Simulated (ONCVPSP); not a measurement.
# Configuration tests for V (Z = 23) (ONCV)

```json
{"Element": "vanadium", "Generator": "ONCVPSP 4.0.1", "Type": "optimised norm-conserving Vanderbilt (ONCV)", "Functional": "PBE", "Relativity": "scalar-relativistic", "Frozen core": "[Ne]", "Valence charge": "13", "Reference configuration": "3s2 3p6 3d3 4s2", "Partial waves": "3s+4s: rc 1.75 bohr, ncon 4, nbas 7, qcut 6.4 1/bohr, 2 projectors; 3p: rc 1.65 bohr, ncon 4, nbas 7, qcut 6.7 1/bohr, 2 projectors, debl 3.2 Ha; 3d: rc 1.15 bohr, ncon 3, nbas 8, qcut 7.5 1/bohr, 2 projectors, debl 3.5 Ha; f scattering state at 0.09 Ha: rc 1.90 bohr, ncon 4, nbas 7, qcut 5.5 1/bohr, 2 projectors, debl 0.9 Ha", "Local potential": "polynomial inside 1.00 bohr (lpopt 4, dvloc0 2 Ha)", "Core correction": "none"}
```

Energies are relative to the spin-unpolarised reference configuration 3s2 3p6 3d3 4s2; without spin polarisation the order of configurations can differ from experiment.

| valence configuration | charge | ΔE all-electron (eV) | error AE − PS (meV) |
| --- | --- | --- | --- |
| 3s2 3p6 3d3 4s1 | +1 | 7.735 | -0.7 |
| 3s2 3p6 3d3 4s0 | +2 | 22.031 | -2.2 |

**Question.** What are ΔE and the potential's error for 3s2 3p6 3d2 4s2 4p1?

**Answer.** ΔE = 5.778 eV all-electron; the error (AE − PS) is +1.5 meV.

**Question.** What are ΔE and the potential's error for 3s2 3p6 3d2 4s0?

**Answer.** ΔE = 50.928 eV all-electron; the error (AE − PS) is -17 meV.

Levels in the configuration 3s2 3p6 3d3 4s0:

| level | all-electron (eV) | pseudo (eV) |
| --- | --- | --- |
| 3s | -86.777 | -86.806 |
| 3p | -60.583 | -60.607 |
| 3d | -21.317 | -21.352 |
